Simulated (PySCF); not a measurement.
## Orbital energies and ionisation energy

C4H10GeO.
Z-matrix (Å and degrees, PBE0-D3(BJ)/def2-SVP geometry), rows numbered from 1:
```
C 
O   1  1.3921
C   2  1.3991  1  113.58
C   3  1.5380  2  109.25  1  -178.54
C   4  1.5453  3  103.34  2    91.22
Ge  5  1.9786  4   88.62  3    21.27
H   1  1.1084  2  111.87  3   -61.65
H   1  1.0989  2  108.07  3   178.77
H   1  1.1091  2  111.83  3    59.22
H   3  1.1071  2  110.98  1    53.81
H   4  1.1020  3  108.95  2  -151.42
H   4  1.1035  3  111.38  2   -33.11
H   5  1.0999  4  112.15  3   -90.33
H   5  1.0984  4  116.03  3   143.82
H   6  1.5424  3  118.35  2    21.28
H   6  1.5435  3  116.59  2   156.14
```

Level: CAM-B3LYP/def2-SVPD (PySCF). Frontier orbitals with their largest atomic shares (Löwdin; up to four atoms above 4 %):

```json
{"orbital": "HOMO−3", "ε (eV)": "-10.58", "main atoms": "Ge6 31 %, H15 19 %, H16 17 %, C5 10 %"}
{"orbital": "HOMO−2", "ε (eV)": "-10.29", "main atoms": "O2 41 %, C3 15 %, C1 11 %, H7 7 %"}
{"orbital": "HOMO−1", "ε (eV)": "-9.17", "main atoms": "C5 33 %, Ge6 22 %, C4 13 %, C3 6 %"}
{"orbital": "HOMO", "ε (eV)": "-8.02", "main atoms": "?"}
{"orbital": "LUMO", "ε (eV)": "1.03", "main atoms": "Ge6 30 %, C5 10 %, H15 9 %, C3 9 %"}
{"orbital": "LUMO+1", "ε (eV)": "1.17", "main atoms": "Ge6 44 %, H15 10 %, H16 10 %, C1 6 %"}
{"orbital": "LUMO+2", "ε (eV)": "1.65", "main atoms": "Ge6 20 %, C4 12 %, H11 9 %, C5 8 %"}
```

Task: What vertical ionisation energy does ΔSCF give, and how far is −ε(HOMO) from it?

Result: ΔSCF: 8.72 eV (841 kJ/mol; threshold wavelength 142 nm); ⟨S²⟩ of the doublet left behind is 0.754, against 0.75 for a pure doublet. −ε(HOMO) is 8.02 eV, 0.70 eV below it. In exact Kohn–Sham theory the two would be equal; CAM-B3LYP (range-separated hybrid) falls short of its own ΔSCF value by 8 %. Holes in the HOMO−1 and HOMO−2 were tried too where these lie within 1.2 eV of the HOMO; the lowest converged state counts.

Task: On which atoms does the HOMO lie?

Result: O2 (ether oxygen) 35 %, C3 (sp3 carbon bound to oxygen) 22 %, Ge6 (germanium bonded to 2 C and 2 H) 17 %, H10 (methine hydrogen) 5 %, so no atom holds as much as 40 %. The HOMO−1 lies 1.15 eV lower.

Task: Shift the occupied levels rigidly so that −ε(HOMO) equals the ΔSCF value. What binding energies result?

Result: The shift is +0.70 eV: HOMO 8.72, HOMO−1 9.87, HOMO−2 10.99, HOMO−3 11.28 eV. A rigid shift is only a rough guide to the deeper ionisations.

Task: What total energies stand behind the ΔSCF value?

Result: E(N) = -2310.19910 Eh and E(N − 1) = -2309.87879 Eh at the same geometry, 0.32031 Eh apart.

Task: How many of the 10 lowest singlet excitations (vertical TDDFT, same level) lie below the ionisation energy?

Result: All 10; they run from 6.09 to 7.94 eV.

The structure is a single PBE0-D3(BJ)/def2-SVP conformer in the gas phase; no vibrational or solvent corrections. The calculation is non-relativistic, for germanium too.
